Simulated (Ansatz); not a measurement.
C2H4FGeNO, SMILES `C[O][GeH]([F])[C]#N`, 10 atoms. Total charge 0; spin multiplicity 1. Correlated methods include outer-core shells of Ge, which these sets cover unevenly. Scalar relativity is left out up to krypton. All runs use 4 threads of a server CPU on a shared host. Correlated methods freeze the cores.

(1) How many basis functions does each run have, and how long does it take in Ansatz? RHF-MP2/def2-QZVPP energy; RKS PBE0-D4/def2-TZVP frequencies; RKS B97M-V/def2-TZVPP energy; RKS CAM-B3LYP-D4/def2-TZVPP energy; RKS PBE0-D4/def2-TZVP relaxation (9 steps); RKS ωB97M-V/def2-TZVPP energy and forces; RHF-CCSD(T)/def2-TZVPP energy; RKS ωB97M-V/def2-QZVPP energy; RKS ωB97M-V/def2-SVP energy; direct RPA on PBE orbitals/def2-TZVPP energy; RHF-CCSD(T)/def2-SVP energy; RKS PBE0-D4/def2-QZVPP energy. (Estimate.)

Answers

(1) Computed: Other jobs shared the machine, so times are rough.

| level | job | functions | wall time | peak host memory (GiB) |
| --- | --- | --- | --- | --- |
| RKS CAM-B3LYP-D4/def2-TZVPP | energy | 259 | 4 s | 0.84 |
| RKS ωB97M-V/def2-SVP | energy | 122 | 4.7 s | 0.41 |
| direct RPA on PBE orbitals/def2-TZVPP | energy | 259 | 6 s | 0.63 |
| RKS B97M-V/def2-TZVPP | energy | 259 | 8 s | 0.44 |
| RKS PBE0-D4/def2-QZVPP | energy | 494 | 11 s | 2 |
| RKS ωB97M-V/def2-TZVPP | energy and forces | 259 | 12 s | 1 |
| RHF-CCSD(T)/def2-SVP | energy | 122 | 15 s | 0.78 |
| RKS ωB97M-V/def2-QZVPP | energy | 494 | 18 s | 2.4 |
| RHF-MP2/def2-QZVPP | energy | 494 | 26 s | 3.1 |
| RKS PBE0-D4/def2-TZVP | relaxation (9 steps) | 227 | 38 s | 0.71 |
| RKS PBE0-D4/def2-TZVP | frequencies | 227 | 2.6 min | 0.72 |
| RHF-CCSD(T)/def2-TZVPP | energy | 259 | 4.3 min | 6.7 |
